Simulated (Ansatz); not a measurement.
Ansatz (a program for electronic structure) input (PBE/STO-3G):

Ansatz 0.2 input:
```yaml
crystal:
  periodic: [false, false, false]
  atoms:
    - {symbol: Te, position_ang: [-0.02127900, 0.09549400, -1.39893000]}
    - {symbol: Te, position_ang: [0.01114200, -0.06379300, 1.36869600]}
    - {symbol: H, position_ang: [0.52712700, -1.64845400, 1.57217900]}
basis:
  gaussian:
    orbitals: STO-3G
hamiltonian:
  xc: {name: PBE}
total_charge: -1
output: {forces: true}
```

Output:

```
Functional definition: PBE
integrals: 0.01 GiB planned
580 factors; integrals over basis functions are off by at most 1.4e-5 eV
mean field: 0.08 GiB planned
mean field evaluation 1: about -356408.1987 eV, gradient 9.5e0 eV
mean field evaluation 2: about -356406.7777 eV, gradient 1.7e1 eV
mean field evaluation 4: about -356409.0359 eV, gradient 7.2e-1 eV
mean field evaluation 8: about -356409.0426 eV, gradient 6.2e-4 eV
mean field -356409.04259656 eV, -13097.7907326977 hartree, gradient 9.2e-6 eV, S^2 0.000000; 0 other end points of the search recorded, 0 dependent functions left out
the calculation of the forces begins
reference -356409.04261374 eV, -13097.7907333292 hartree; 53, 53 occupied and 2, 2 virtual orbitals, 580 factors
Total energy: -356409.04261374 eV, -13097.7907333292 hartree
Atom 0 at    -0.021279     0.095494    -1.398930 Å, force     0.021361    -0.064011    -0.064997 eV/Å
Atom 1 at     0.011142    -0.063793     1.368696 Å, force     0.003300    -0.014298     0.193378 eV/Å
Atom 2 at     0.527127    -1.648454     1.572179 Å, force    -0.024661     0.078309    -0.128381 eV/Å
Dipole moment:     0.064350    -0.209415     0.569099 e Å
```

The dipole moment of an ion depends on the origin.

The geometry given is a B3LYP-D3(BJ)/def2-TZVP minimum.
